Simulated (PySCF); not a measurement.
Radial density of K (potassium, neutral)

M06-2X, [Ar] 3d1, 2D determinant (an excited configuration). Computed with PySCF 2.14 in x2c-TZVPPall with one added diffuse shell each of s, p, d type (7s5p4d, 42 functions), with the spin-free X2C one-electron Hamiltonian (Gaussian nucleus).

| r (bohr) | 4πr²ρ (e/bohr) | 4πr²(ρα − ρβ) |
| --- | --- | --- |
| 0.00163 | 0.1759 | 0.0000 |
| 0.00274 | 0.4542 | 0.0000 |
| 0.00462 | 1.152 | 0.0000 |
| 0.00777 | 2.796 | 0.0000 |
| 0.0131 | 6.290 | 0.0000 |
| 0.0220 | 12.40 | 0.0001 |
| 0.0370 | 19.66 | 0.0001 |
| 0.0622 | 22.01 | 0.0004 |
| 0.105 | 16.93 | 0.0012 |
| 0.176 | 18.01 | 0.0027 |
| 0.296 | 22.63 | 0.0020 |
| 0.498 | 10.18 | 0.0006 |
| 0.837 | 5.649 | 0.0115 |
| 1.41 | 5.710 | 0.0140 |
| 2.37 | 1.109 | 0.0158 |
| 3.98 | 0.09140 | 0.0620 |
| 6.70 | 0.1147 | 0.1146 |
| 11.3 | 0.07573 | 0.0757 |
| 19.0 | 0.0008792 | 0.0009 |

Densities and radii are taken from the X2C orbitals without a picture-change correction, which distorts them close to the nucleus.
